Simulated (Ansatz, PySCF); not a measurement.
This PySCF input computes a BLYP/def2-TZVPD energy:

```python
from pyscf import gto, scf, dft

mol = gto.M(
    atom='''
    Si   -0.09157938   -0.35691874    0.01448109
    C    -0.04126805   -0.48723226    1.87906469
    C    -1.16399499   -1.67588052   -0.73887972
    O     1.40220069   -0.53551766   -0.63871851
    C     2.48924007    0.34594353   -0.41607871
    O    -0.60132780    1.15525045   -0.41250582
    C    -1.77567875    1.78738733    0.05256353
    H     0.58263264    0.29492718    2.31745150
    H    -1.03967073   -0.39542413    2.31365201
    H     0.36389775   -1.45340898    2.18755599
    H    -0.80175125   -2.67203477   -0.47690862
    H    -2.19549985   -1.59380145   -0.38782911
    H    -1.16778604   -1.59143017   -1.82695149
    H     3.32687197    0.01310768   -1.02922044
    H     2.23019711    1.37016051   -0.69612660
    H     2.80215713    0.33562576    0.63313119
    H    -1.83404745    2.77838791   -0.39858882
    H    -2.67394091    1.22799011   -0.23048764
    H    -1.76772165    1.90359161    1.14136267
    ''',
    basis='def2-tzvpd',
    charge=0,
    spin=0,
    verbose=4,
)

mf = dft.RKS(mol, xc='blyp').density_fit(auxbasis='def2-universal-jkfit')
mf.grids.level = 3
mf.conv_tol = 1e-9
mf.max_cycle = 100
mf.max_memory = 1500
mf.kernel()
if not mf.converged:
    mf = mf.newton()
    mf.kernel(mf.make_rdm1())
mf.analyze()
```

**Question.** Write an input for the same energy in Ansatz (a program for electronic structure) and say what it gives.

**Answer.** 
Ansatz 0.2 input:
```yaml
crystal:
  periodic: [false, false, false]
  atoms:
    - {symbol: Si, position_ang: [-0.09157938, -0.35691874, 0.01448109]}
    - {symbol: C, position_ang: [-0.04126805, -0.48723226, 1.87906469]}
    - {symbol: C, position_ang: [-1.16399499, -1.67588052, -0.73887972]}
    - {symbol: O, position_ang: [1.40220069, -0.53551766, -0.63871851]}
    - {symbol: C, position_ang: [2.48924007, 0.34594353, -0.41607871]}
    - {symbol: O, position_ang: [-0.60132780, 1.15525045, -0.41250582]}
    - {symbol: C, position_ang: [-1.77567875, 1.78738733, 0.05256353]}
    - {symbol: H, position_ang: [0.58263264, 0.29492718, 2.31745150]}
    - {symbol: H, position_ang: [-1.03967073, -0.39542413, 2.31365201]}
    - {symbol: H, position_ang: [0.36389775, -1.45340898, 2.18755599]}
    - {symbol: H, position_ang: [-0.80175125, -2.67203477, -0.47690862]}
    - {symbol: H, position_ang: [-2.19549985, -1.59380145, -0.38782911]}
    - {symbol: H, position_ang: [-1.16778604, -1.59143017, -1.82695149]}
    - {symbol: H, position_ang: [3.32687197, 0.01310768, -1.02922044]}
    - {symbol: H, position_ang: [2.23019711, 1.37016051, -0.69612660]}
    - {symbol: H, position_ang: [2.80215713, 0.33562576, 0.63313119]}
    - {symbol: H, position_ang: [-1.83404745, 2.77838791, -0.39858882]}
    - {symbol: H, position_ang: [-2.67394091, 1.22799011, -0.23048764]}
    - {symbol: H, position_ang: [-1.76772165, 1.90359161, 1.14136267]}
basis:
  gaussian:
    orbitals: def2-TZVPD
hamiltonian:
  xc: {name: BLYP}
output: {forces: true}
```
It gives -599.69541 Eh, and PySCF -599.69567 Eh, a difference of 0.26 mEh, from the treatment of integrals and grids.
